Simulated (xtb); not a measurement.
xtb input:

```bash
xtb mol.xyz --gfn 2 --sp --chrg -1 --uhf 0
```
mol.xyz:
```
13

C     -2.53663361    -0.33844094     0.80914118
Si    -0.92736647     0.46299158     0.17797199
C      0.40200843    -0.74154687    -0.24798900
Si     2.15348064     0.16543647    -0.60434235
H     -2.94886182    -1.02021930     0.06002605
H     -2.34621249    -0.91999542     1.71539687
H     -3.30039799     0.40943187     1.04279052
H     -0.51755528     1.41934950     1.24837148
H     -1.32416117     1.29540773    -0.99635601
H      0.10684723    -1.25849471    -1.16917996
H      0.48555571    -1.49864195     0.53877786
H      2.51082664     0.39055042     0.87733554
H      2.97611202    -1.13545412    -0.71489041
```

Task: Predict the final energy.

Result: -12.41866 Eh (GFN2-xTB).

It need not be the lowest isomer of its formula. Whether it binds its extra electron was not tested at this geometry.
